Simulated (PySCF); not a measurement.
C₂H₆BeIN, SMILES C[N]([Be][I])C.

Geometry: PBE0-D3(BJ)/def2-SVP. The structure was generated by enumeration; whether it is a known compound was not checked. The def2 effective core potentials stand for the cores of I; spin–orbit coupling is left out. One conformer was computed; it need not be the lowest.

Two levels are set side by side: PBE/def2-TZVP (PySCF) and ωB97X/def2-TZVP (PySCF). Same geometry, gas phase. Differences are taken from unrounded values.

```
quantity                       PBE
---------------------------  -----
orbital gap (eV)              4.29
highest occupied level (eV)  -5.27
lowest empty level (eV)      -0.98
dipole moment (D)             1.90
mean polarisability (bohr³)   85.5
```

### Question
These are the PBE values. What does ωB97X give? (Estimate from the structure and the level; the computed values follow.)

### Answer

```tsv
quantity	ωB97X	PBE minus ωB97X
orbital gap (eV)	10.20	-5.91
highest occupied level (eV)	-8.82	3.55
lowest empty level (eV)	1.38	-2.36
dipole moment (D)	1.96	-0.06
mean polarisability (bohr³)	79.7	5.8
```

Without exact exchange PBE keeps part of each electron's self-repulsion, which lifts occupied levels and narrows the gap. PBE's more diffuse valence density responds more strongly to a field. Differences between two approximate levels are no errors against the true value.

Rough cost on one machine, each run with all the roots and properties that it gave: ωB97X against PBE within a factor of 2.
